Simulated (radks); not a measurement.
The numbers below are computed, except where a source is named.
The sulfur anion S-, [Ne] 3s2 3p5, held by a Watson sphere: a shell of charge +0.69 at radius R that stands for the Madelung well of a crystal (potential energy -0.69/R inside, -0.69/r outside, in hartree with lengths in bohr). Code: a radial shooting solver on a logarithmic mesh with Libxc functionals. Model: non-relativistic Kohn-Sham, LDA (Slater exchange, Perdew-Wang correlation), spin-polarised, spherical densities, point nucleus; open shells are filled with parallel spins first. Response by self-consistent Sternheimer equations with the Hartree and adiabatic LDA kernel. The sphere does not respond.

| R (bohr) | e(3s down) (eV) | e(3p up) (eV) | e(3p down) (eV) | <r> 3p (bohr) | sum of <r^2> (bohr^2) | X-ray form factor at sin(theta)/lambda = 0.3 1/angstrom | alpha (bohr^3) |
|---|---|---|---|---|---|---|---|
| 2.13 | -14.224 | -5.182 | -4.516 | 2.173 | 37.06 | 9.016 | 29.45 |
| 2.97 | -13.424 | -4.548 | -3.909 | 2.266 | 39.84 | 9.006 | 37.07 |
| 3.03 | -13.371 | -4.500 | -3.863 | 2.271 | 40.01 | 9.006 | 37.67 |
| 3.25 | -13.185 | -4.328 | -3.694 | 2.291 | 40.60 | 9.008 | 39.91 |
| 3.34 | -13.111 | -4.258 | -3.626 | 2.298 | 40.82 | 9.009 | 40.83 |
| 3.59 | -12.914 | -4.069 | -3.441 | 2.317 | 41.40 | 9.011 | 43.42 |
| 3.98 | -12.629 | -3.789 | -3.164 | 2.342 | 42.19 | 9.013 | 47.44 |
| 4.15 | -12.513 | -3.673 | -3.050 | 2.351 | 42.50 | 9.014 | 49.17 |
| 4.64 | -12.204 | -3.364 | -2.742 | 2.374 | 43.24 | 9.016 | 54.01 |
